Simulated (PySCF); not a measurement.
# LiCd⁻: from constants to spectrum

RHF-CCSD(T) constants of LiCd⁻, ¹Σ⁺ (singlet), closed shell (basis Li def2-SVPD, Cd def2-SVPD with ECP28; scalar-relativistic core potentials; PySCF 2.14; masses 7.0160 and 113.9034 u):

```
ωe             : 61.3 cm⁻¹
ωexe           : 1.63 cm⁻¹
Be             : 0.17034 cm⁻¹
αe             : 0.00679 cm⁻¹
De to Li⁻ + Cd : 0.101 eV
```

What force constant and bond length do these constants imply?

Reduced mass μred = 6.6089 u; k = 5.8918×10⁻⁷·μred·ωe² (u, cm⁻¹, mdyn/Å) = 0.0146 mdyn/Å; Re = √(16.8576/(μred·Be)) (u, cm⁻¹, Å) = 3.870 Å.

Estimate the centrifugal constant D from the Kratzer relation and find the Dunham coefficient a1.

D = 4Be³/ωe² = 5.26e-06 cm⁻¹; a1 = −1 − αeωe/(6Be²) = -3.39.

Correlated steps freeze no core orbitals. The bond is weak. Basis-set superposition, not corrected here, can be much of De in a small basis, most of all at correlated wavefunction levels. For an ion De counts to the pair picked by the measured ionisation energies or electron affinities, which need not be the lowest pair at this level.
